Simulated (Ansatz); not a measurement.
Program: Ansatz. Geometries: PBE0-D4/def2-TZVP. ΔE: electronic, gas phase. CBS: MP2 limit from def2 TZ/QZ plus the TZ coupled-cluster correction, frozen cores. Functionals use def2-TZVPP. Each species was taken in one conformer, which may not be the lowest.

Consider the isomerisation: `[BH2][AlH][O]C` → `B[O][AlH][CH3]`.

| species | r2SCANh-D4 energy (Eh) |
| --- | --- |
| `[BH2][AlH][O]C` | -384.14277 |
| `B[O][AlH][CH3]` | -384.25254 |

**Question.** Work out ΔE.

**Answer.** ΔE = (-384.25254) − (-384.14277) = -0.10977 Eh = -288.2 kJ/mol. CCSD(T)/CBS gives -283.3 kJ/mol.

**Question.** What do rigid-rotor, harmonic-oscillator terms from PBE0-D4/def2-TZVP frequencies (298.15 K, 1 bar) make of the CCSD(T)/CBS value? (Estimate.)

**Answer.** The calculation gave: ΔZPE = -1.3 kJ/mol, ΔH = -284.5 kJ/mol, ΔS = 6 J/(mol·K), ΔG = -286.2 kJ/mol. Modes under 50 cm⁻¹ make the entropy rough.

Largest T1 diagnostic among the species: 0.013.

Leaving LDA and LC-ωPBE aside and taking each functional with its dispersion term where it has one, the values, not all of them listed here, spread over 19.0 kJ/mol, from B97M-V to revPBE-D4. LDA lies −11.5 kJ/mol from PBE without D4. From BLYP to BHLYP (50 % exact exchange), in def2-TZVPP and without D4, ΔE moves by −4.4 kJ/mol.
